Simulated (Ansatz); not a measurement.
`[F][Ti]([F])([F])[I]` + ethanol → `CC[O][Ti]([F])([F])[F]` + HI at 298.15 K and 1 bar (ligand exchange at a Ti–I bond).

Program: Ansatz. Geometries: PBE0-D4/def2-TZVP. ΔE: electronic, gas phase. CBS: MP2 limit from def2 TZ/QZ plus the TZ coupled-cluster correction, frozen cores. def2 core potentials past Kr. For I, Ti outer-core shells are correlated without core-valence functions, which leaves a few kJ/mol of doubt a bond. Scalar relativity is left out up to krypton. One conformer a species, not always the lowest.

```csv
species,CCSD(T)/CBS energy (Eh),H − E (kJ/mol),S (J/(mol·K))
`[F][Ti]([F])([F])[I]`,-1446.00030,40.8,350.0
`CCO`,-154.88256,224.2,269.4
`CC[O][Ti]([F])([F])[F]`,-1302.85310,231.2,428.9
HI,-298.03592,22.7,206.5
```

H − E and S are ideal-gas, rigid-rotor, harmonic terms from PBE0-D4/def2-TZVP, for one conformer and one mirror image of each species. 1 Eh = 2625.50 kJ/mol, R = 8.31446 J/(mol·K).

Q: By hand: ΔE, ΔH, ΔS and ΔG.

A: ΔE = (-1302.85310) + (-298.03592) − (-1446.00030) − (-154.88256) = -0.00616 Eh = -16.2 kJ/mol. Δ(H − E) = 231.2 + 22.7 − 40.8 − 224.2 = -11.1, so ΔH = -27.3 kJ/mol. ΔS = 428.9 + 206.5 − 350.0 − 269.4 = 16.0 J/(mol·K). ΔG = -27.3 − 298.15 × (16.0)/1000 = -32.1 kJ/mol.

Q: By hand: the equilibrium constant, and the temperature at which ΔG would vanish if ΔH and ΔS stayed fixed.

A: log₁₀ K = −ΔG/(RT ln 10) = 5.6. ΔH and −TΔS have one sign here, so there is no such temperature.

ΔH outweighs TΔS. A doubt of 5 kJ/mol in ΔE shifts log₁₀ K by 0.9 here. Other conformers and mirror images would add mixing entropy, several J/(mol·K) or more a flexible species. Modes under 60 cm⁻¹, often nearly free rotors, make the harmonic entropy too high. These are equilibria of isolated gas molecules and say nothing of rates. Largest T1 diagnostic: 0.023 (customary marks: 0.02 for closed shells, 0.045 for open ones).
